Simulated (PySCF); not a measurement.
## How methods differ on the excitation energy of C(2+)

C(2+) [He] 2s2 (1S) → C(2+) [He] 2s1 2p1 (3P), as a difference of total energies. All numbers are calculated (PySCF 2.14, scalar relativity by spin-free X2C-1e, in x2c-TZVPPall with one added diffuse shell each of s, p, d type (6s4p3d1f, 40 functions)). Correlated levels: valence and next inner shell: nothing frozen. The calculations carry no spin-orbit coupling.

```
                                method  excitation energy (eV)
                                   UHF                   4.662
    MP2 (valence and next inner shell)                   5.734
SCS-MP2 (valence and next inner shell)                   6.027
   CCSD (valence and next inner shell)                   6.483
CCSD(T) (valence and next inner shell)                   6.490
```

**Question.** How much does correlation contribute at CCSD(T) (valence and next inner shell)?

**Answer.** 6.490 − (4.662) = 1.828 eV, measured against UHF.

A first-order spin-orbit estimate (lowest level to lowest level, LS coupling) adds -0.007 eV.

The coupled-cluster amplitudes are large for the lower state (T1 above 0.03 or a double amplitude above 0.15), so a single reference is strained.
